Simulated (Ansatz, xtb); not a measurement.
## Two structures of Cl2OSi2

Structure X is `Cl[Si]1(Cl)O[Si]1`, a singlet and structure Y is a singlet given by its coordinates. Both are isolated molecules in the gas phase, relaxed with PBE0-D3(BJ)/pcseg-1.

X (Å):

```xyz
5

Cl   -1.5672    1.1052   -1.3746
Cl    1.4082   -0.3685   -1.5896
O     0.0201    0.1922    1.1031
Si   -0.3426   -0.3042   -0.5132
Si   -0.6918   -1.3027    1.4994
```

Y (Å):

```xyz
5

Cl   -0.8700   -2.4958    0.3064
Cl    0.4398    2.0507    1.4949
O     0.4741   -0.0542   -0.5016
Si    1.6535    0.8470    0.2610
Si   -0.7643   -0.9697   -1.1443
```

Close contacts (Å): Cl1–Si5 2.11, Cl2–Si4 2.11, O3–Si4 1.67, O3–Si5 1.67.

Q: Estimate E(Y) − E(X) at the level CCSD(T)/def2-SVP + ΔMP2/def2-TZVPP.

A: Calculated at CCSD(T)/def2-SVP + ΔMP2/def2-TZVPP: E(Y) − E(X) = −0.629 eV, so structure Y lies lower.

The same difference at several levels:

```csv
level,geometry,E(Y) − E(X) (eV),departure from the last row (eV),"job, with rough time for the two"
GFN2-xTB,GFN2-xTB,−0.978,−0.349,"optimisation, 0.65 s"
HF/STO-3G,GFN2-xTB,−1.710,−1.081,"single point, 0.86 s"
r2SCAN-D4/def2-SVP,GFN2-xTB,−0.619,+0.010,"single point, 4.8 s"
PBE0-D3(BJ)/pcseg-1,PBE0-D3(BJ)/pcseg-1,−0.606,+0.023,"optimisation, 72 s"
HF/def2-SVP,PBE0-D3(BJ)/pcseg-1,−1.167,−0.538,part of the CCSD(T) run
MP2/def2-SVP,PBE0-D3(BJ)/pcseg-1,−0.617,+0.012,part of the CCSD(T) run
CCSD(T)/def2-SVP,PBE0-D3(BJ)/pcseg-1,−0.736,−0.107,single point
CCSD(T)/def2-SVP + ΔMP2/def2-TZVPP,PBE0-D3(BJ)/pcseg-1,−0.629,,"single point, 31 s"
```

The levels shown agree on the order. The largest departure from CCSD(T)/def2-SVP + ΔMP2/def2-TZVPP is that of HF/STO-3G, 1.081 eV. The last row adds to CCSD(T) the change of the MP2 difference between the two basis sets, here +0.107 eV.

With harmonic frequencies from PBE0-D3(BJ)/pcseg-1 (ideal gas, rigid rotor, one conformer each, 298.15 K, 1 atm): on the last row, ΔE + ΔZPE = −0.659 eV. A mode under 50 cm⁻¹ makes harmonic enthalpies and free energies unreliable, so none is given.

The correlated steps freeze 21 core orbitals. Run with Ansatz 0.2.0, xtb 6.7.1; the last row on 1 thread of Intel(R) Xeon(R) Platinum 8259CL CPU @ 2.50GHz (Skylake/Cascade Lake) on a shared host.
